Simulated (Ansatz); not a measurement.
Consider the redistribution: `O[SiH2]N[SiH2][SiH3]` + `CO[SiH2]SC` → `CS[SiH2][SiH3]` + `CO[SiH2]N[SiH2]O`.

Calculated with Ansatz (gas phase, PBE0-D4/def2-TZVP geometries, no zero-point term in ΔE). CBS: MP2 limit from def2 TZ/QZ plus the TZ coupled-cluster correction, frozen cores. Functionals use def2-TZVPP. B3LYP here is the variant with VWN-RPA as its local correlation; programs differ in this. One conformer a species, not always the lowest.

`O[SiH2]N[SiH2][SiH3]`:

Z-matrix (Å, degrees):
```
Si
N 1 1.717
O 1 1.644 2 114.8
H 1 1.479 2 110.5 3 -116.5
H 1 1.487 2 105.2 3 122.1
Si 2 1.733 1 129.1 3 -104.1
H 2 1.012 1 115.6 3 72.2
H 3 0.958 1 117.7 2 61.8
Si 6 2.343 2 111.3 1 3.9
H 6 1.492 2 110.4 1 123.9
H 6 1.492 2 111.6 1 -118.2
H 9 1.486 6 112.8 2 -70.0
H 9 1.490 6 107.4 2 170.5
H 9 1.489 6 111.0 2 52.4
```

`CO[SiH2]SC`:

Cartesian coordinates in Å:
```
C -1.285 -1.700 -0.052
O 0.021 -1.341 -0.446
Si 0.362 0.044 -1.256
S -0.168 1.795 -0.184
C 0.971 1.635 1.224
H -1.733 -0.933 0.588
H -1.935 -1.852 -0.920
H -1.226 -2.636 0.507
H 1.824 -0.017 -1.482
H -0.412 0.143 -2.522
H 0.803 2.497 1.868
H 2.007 1.640 0.887
H 0.770 0.725 1.789
```

`CS[SiH2][SiH3]`:

Z-matrix (Å, degrees):
```
C
S 1 1.816
H 1 1.090 2 111.0
H 1 1.090 2 111.0 3 -122.6
H 1 1.090 2 106.8 3 118.7
Si 2 2.128 1 100.1 3 61.3
Si 6 2.338 2 107.2 1 -179.9
H 6 1.491 2 110.5 1 -59.0
H 6 1.491 2 110.5 1 59.2
H 7 1.486 6 110.2 2 -59.9
H 7 1.488 6 109.4 2 -179.7
H 7 1.486 6 110.2 2 60.6
```

`CO[SiH2]N[SiH2]O`:

Z-matrix (Å, degrees):
```
C
O 1 1.412
H 1 1.096 2 111.3
H 1 1.096 2 111.6 3 121.3
H 1 1.091 2 108.4 3 -119.2
Si 2 1.654 1 121.6 3 -59.9
N 6 1.718 2 111.1 1 -68.3
H 6 1.477 2 103.3 1 171.0
H 6 1.488 2 110.3 1 50.4
Si 7 1.729 6 123.7 2 -54.4
H 7 1.009 6 117.1 2 112.8
O 10 1.640 7 107.3 6 9.8
H 10 1.490 7 108.0 6 132.5
H 10 1.483 7 114.0 6 -106.7
H 12 0.963 10 117.0 7 34.8
```

```json
{"level": "PBE-D4", "ΔE (kJ/mol)": "-7.2", "difference from CCSD(T)/CBS": "2.3"}
{"level": "r2SCAN-D4", "ΔE (kJ/mol)": "-10.4", "difference from CCSD(T)/CBS": "-0.9"}
{"level": "PBE0-D4", "ΔE (kJ/mol)": "-8.4", "difference from CCSD(T)/CBS": "1.1"}
{"level": "B3LYP-D4", "ΔE (kJ/mol)": "-8.8", "difference from CCSD(T)/CBS": "0.7"}
{"level": "ωB97X-V", "ΔE (kJ/mol)": "-8.6", "difference from CCSD(T)/CBS": "0.9"}
{"level": "ωB97M-V", "ΔE (kJ/mol)": "-8.8", "difference from CCSD(T)/CBS": "0.7"}
{"level": "B2PLYP", "ΔE (kJ/mol)": "-9.2", "difference from CCSD(T)/CBS": "0.3"}
{"level": "PBE", "ΔE (kJ/mol)": "-7.1", "difference from CCSD(T)/CBS": "2.4"}
{"level": "r2SCAN", "ΔE (kJ/mol)": "-10.5", "difference from CCSD(T)/CBS": "-1.0"}
{"level": "PBE0", "ΔE (kJ/mol)": "-8.4", "difference from CCSD(T)/CBS": "1.1"}
{"level": "B3LYP", "ΔE (kJ/mol)": "-8.6", "difference from CCSD(T)/CBS": "0.9"}
{"level": "HF/def2-TZVPP", "ΔE (kJ/mol)": "-10.2", "difference from CCSD(T)/CBS": "-0.7"}
{"level": "MP2/def2-TZVPP", "ΔE (kJ/mol)": "-9.9", "difference from CCSD(T)/CBS": "-0.4"}
{"level": "SCS-MP2/def2-TZVPP", "ΔE (kJ/mol)": "-9.4", "difference from CCSD(T)/CBS": "0.1"}
{"level": "CCSD/def2-TZVPP", "ΔE (kJ/mol)": "-9.8", "difference from CCSD(T)/CBS": "-0.3"}
{"level": "CCSD(T)/def2-TZVPP", "ΔE (kJ/mol)": "-9.9", "difference from CCSD(T)/CBS": "-0.4"}
{"level": "HF/def2-QZVPP", "ΔE (kJ/mol)": "-10.1", "difference from CCSD(T)/CBS": "-0.6"}
{"level": "MP2/def2-QZVPP", "ΔE (kJ/mol)": "-9.6", "difference from CCSD(T)/CBS": "-0.1"}
{"level": "SCS-MP2/def2-QZVPP", "ΔE (kJ/mol)": "-9.2", "difference from CCSD(T)/CBS": "0.3"}
{"level": "HF/CBS(def2)", "ΔE (kJ/mol)": "-10.0", "difference from CCSD(T)/CBS": "-0.5"}
{"level": "MP2/CBS(def2)", "ΔE (kJ/mol)": "-9.5", "difference from CCSD(T)/CBS": "0.0"}
{"level": "CCSD/CBS(def2)", "ΔE (kJ/mol)": "-9.4", "difference from CCSD(T)/CBS": "0.1"}
{"level": "CCSD(T)/CBS", "ΔE (kJ/mol)": "-9.5", "difference from CCSD(T)/CBS": "0"}
```

Largest T1 diagnostic among the species: 0.012.
